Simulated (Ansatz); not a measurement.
V(O)2(OH) (HO₃V), SMILES [O]=[V](=[O])[OH], multiplicity 1. Atoms are numbered in the order given.

```xyz
5

V     -0.0956    -0.1673     0.0000
O     -0.8940     0.2502     1.2809
O     -0.8940     0.2502    -1.2809
O      1.6362     0.1039     0.0000
H      2.3760     0.7142     0.0000
```

Coordinates come from a PBE0-D3(BJ)/def2-SVP optimisation. The spin state was assumed, not searched. The values are those of a single conformer.

Two levels are set side by side: PBE-D3(BJ)/def2-SVP (Ansatz, an electronic-structure program) and PBE0-D3(BJ)/def2-SVP (Ansatz). Each level has its own optimised geometry; the coordinates shown are those of the second. Differences are taken from unrounded values.

```
quantity              PBE0-D3(BJ)
--------------------  -----------
mean bond length (Å)        1.461
bond V1–O2 (Å)              1.566
bond V1–O3 (Å)              1.566
bond V1–O4 (Å)              1.753
bond O4–H5 (Å)              0.959
```

### Question
What does PBE-D3(BJ) give, and how far is it from PBE0-D3(BJ)? (An estimate is asked for; the answer gives what the named calculation found.)

### Answer

```
quantity              PBE-D3(BJ)  PBE-D3(BJ) minus PBE0-D3(BJ)
--------------------  ----------  ----------------------------
mean bond length (Å)       1.482                         0.021
bond V1–O2 (Å)             1.593                         0.027
bond V1–O3 (Å)             1.593                         0.027
bond V1–O4 (Å)             1.772                         0.019
bond O4–H5 (Å)             0.970                         0.011
```

GGA bonds tend to be longer and softer than those of functionals with exact exchange. Differences between two approximate levels are no errors against the true value.
